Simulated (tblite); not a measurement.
C₃H₅ClO₂S.
Cartesian coordinates in Å at the GFN2-xTB level; atoms count from 1:
```xyz
12
C3H5ClO2S angstrom
C      2.0100   -0.2314   -0.2647
C      0.5269   -0.2893   -0.2818
C     -0.2865    0.5528    0.3223
S     -2.0224    0.2554    0.1709
O     -2.7586    1.4766    0.1838
O     -2.2861   -0.7130   -0.8437
Cl    -2.3883   -0.6631    1.9643
H      2.3855   -0.1519   -1.2838
H      2.3693    0.6103    0.3203
H      2.4041   -1.1558    0.1549
H      0.0750   -1.0950   -0.8463
H     -0.0278    1.4036    0.9221
```

Method: GFN2-xTB as coded in tblite; computed harmonic values from a numerical Hessian at the method's own geometry, unscaled. Against measured fundamentals such values can be off by several per cent, at times by over 20. One conformer, not necessarily the lowest.

Harmonic wavenumbers (cm⁻¹): 49.6, 120.4, 148.3, 174.5, 259.0, 265.2, 327.9, 341.1, 357.6, 496.6, 517.7, 697.6, 764.9, 961.1, 971.4, 1031.8, 1075.4, 1134.4, 1161.3, 1257.0, 1293.3, 1383.4, 1452.2, 1457.3, 1697.1, 3014.4, 3027.9, 3055.0, 3069.9, 3146.2.

A = 2948, B = 1210, C = 1056 MHz; mass 139.970 u (most abundant isotopes); point group C1, symmetry number 1.

Zero-point energy?

Half the sum of the wavenumbers: 17355 cm⁻¹ = 49.62 kcal/mol.

Entropy at 298.15 K, 1 bar (ideal gas, RRHO, classical rotation)?

Translation 40.75, rotation 28.84, vibration 22.32: S = 91.9 cal/(mol K).

And Cp and H(298.15 K) − H(0)?

Cp = 30.51 cal/(mol K), of which vibrations give 22.57 (their classical limit is 30 R = 59.6); H(298.15 K) − H(0) = 5.95 kcal/mol without the zero-point energy, 3.58 from vibrations.

What must be added to the electronic energy to get the Gibbs energy at 298.15 K and 1 bar?

ZPE + [H(298.15 K) − H(0)] − T·S = 49.62 + 5.95 − 27.40 = 28.17 kcal/mol.

Blend soft modes into free rotors: weight 1/[1 + (100 cm⁻¹/ν̃)⁴] for the oscillator and the rest for a rotor with moment μB/(μ + B), μ = h/(8π²ν), B = 10⁻⁴⁴ kg m². What vibrational entropy results?

20.95 cal/(mol K) in place of 22.32, which changes −T·S at 298.15 K by +0.41 kcal/mol.

Which modes carry the vibrational entropy at 298.15 K?

49.6 cm⁻¹: 4.83; 120.4 cm⁻¹: 3.09; 148.3 cm⁻¹: 2.69; 174.5 cm⁻¹: 2.39; 259.0 cm⁻¹: 1.67; 265.2 cm⁻¹: 1.63 cal/(mol K); the other 24 give 6.02 together.

How do the functions run with temperature in this model?

| T (K) | S (cal/(mol K)) | Cp (cal/(mol K)) | H − H(0) (kcal/mol) | G − H(0) (kcal/mol) | ln q(vib) |
| --- | --- | --- | --- | --- | --- |
| 150 | 74.5 | 20.9 | 2.11 | -9.06 | 2.14 |
| 250 | 86.8 | 27.6 | 4.55 | -17.15 | 4.21 |
| 400 | 101.7 | 36.1 | 9.35 | -31.32 | 7.21 |
| 600 | 118.0 | 44.4 | 17.45 | -53.34 | 10.93 |
| 900 | 137.6 | 52.1 | 32.02 | -91.80 | 15.89 |

q(vib) and H(0) count from the zero-point level.

Hindered rotation and anharmonicity are outside this model. Other conformers, if any are populated, would add a mixing term that is left out. The structure is chiral; the term R ln 2 for an equal mix with its mirror image is left out.
